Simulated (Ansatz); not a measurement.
Basis-set extrapolation for AlClH$_{7}$NSi$_{2}$, SMILES `[SiH3][NH][AlH][SiH2]Cl` (PBE0-D4/def2-TZVP geometry, frozen core, the Gaussian-basis code of Ansatz). Multiplicity 1, RHF reference.

```
                       def2-TZVPP    def2-QZVPP
                 HF  -1337.982714  -1338.023765
    MP2 correlation     -0.726452     -0.786051
CCSD(T) correlation     -0.827784       not run
```

Energies in hartree. Use E(X) = E(∞) + A·exp(−7.88·√X) for Hartree–Fock and E(X) = E(∞) + B·X^(−2.97) for correlation, with X = 3 and 4, and add CCSD(T) minus MP2 of the smaller set to the MP2 limit.

**Question.** What is the CCSD(T) energy at the basis-set limit?

**Answer.** HF limit: -1338.023765 + (-0.041051) × 0.13774 = -1338.02942. MP2 limit: -0.786051 + (-0.059599) × 0.74074 = -0.83020. Higher-order term: -0.827784 − (-0.726452) = -0.10133. Total: -1338.96095 hartree, 94.4 kcal/mol below CCSD(T)/def2-TZVPP.
